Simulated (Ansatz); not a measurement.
`[NH2][Ti]([NH2])([NH2])[NH2]` and `[NH2][Hf]([NH2])([NH2])[NH2]` differ in one element.

Ansatz, PBE0-D4/def2-TZVP geometries, multiplicity 1. Each molecule was computed in one conformer, which needn't be the lowest.

Elements past krypton have def2 core potentials. Scalar relativity is left out up to krypton.

```json
{"property": "size of the dipole moment (B3LYP/def2-TZVPP) / D", "`[NH2][Ti]([NH2])([NH2])[NH2]`": "0.01"}
{"property": "LUMO energy (B3LYP/def2-TZVPP) / eV", "`[NH2][Ti]([NH2])([NH2])[NH2]`": "-0.97"}
{"property": "HOMO–LUMO gap (B3LYP/def2-TZVPP) / eV", "`[NH2][Ti]([NH2])([NH2])[NH2]`": "5.62"}
{"property": "HOMO energy (B3LYP/def2-TZVPP) / eV", "`[NH2][Ti]([NH2])([NH2])[NH2]`": "-6.59"}
{"property": "HOMO energy (ωB97M-V/def2-TZVPP) / eV", "`[NH2][Ti]([NH2])([NH2])[NH2]`": "-9.21"}
{"property": "HOMO energy (PBE/def2-TZVPP) / eV", "`[NH2][Ti]([NH2])([NH2])[NH2]`": "-5.46"}
```

(1) Give the same properties after the change, and the shifts. (Estimate.)

Answers

(1) Ansatz gave: 
```csv
property,`[NH2][Hf]([NH2])([NH2])[NH2]`,shift
size of the dipole moment (B3LYP/def2-TZVPP) / D,0.00,-0.01
LUMO energy (B3LYP/def2-TZVPP) / eV,-0.16,0.81
HOMO–LUMO gap (B3LYP/def2-TZVPP) / eV,6.31,0.69
HOMO energy (B3LYP/def2-TZVPP) / eV,-6.47,0.12
HOMO energy (ωB97M-V/def2-TZVPP) / eV,-9.11,0.10
HOMO energy (PBE/def2-TZVPP) / eV,-5.33,0.13
```

With PBE0 the HOMO rises by 0.11 eV and the LUMO rises by 0.79 eV, so the gap widens by about 0.68 eV. PBE moves the HOMO by 0.13 eV and ωB97M-V by 0.10 eV.

B3LYP here is the variant with VWN-RPA as its local correlation; programs differ in this.
